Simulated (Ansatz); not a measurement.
Results of the Gaussian-basis code of Ansatz.

A structure relaxed at PBE0-D4/def2-TZVP, charge 0, multiplicity 1:

Cartesian coordinates in Å:
```
N -0.759 -0.104 0.646
Zn 0.717 0.206 -0.364
Br 2.598 0.682 -1.466
H -1.623 0.288 0.296
H -0.933 -1.071 0.886
```

(1) Give its formula and SMILES.

(2) Point group (tolerance 0.08 Å, 0.16 Å for H)?

(3) Summarise the bond lengths by kind.

Answers

(1) BrH2NZn, `[NH2][Zn][Br]`.

(2) Cs.

(3) 1 × N–Zn 1.816 Å; 2 × H–N 1.011 Å; 1 × Br–Zn 2.231 Å.
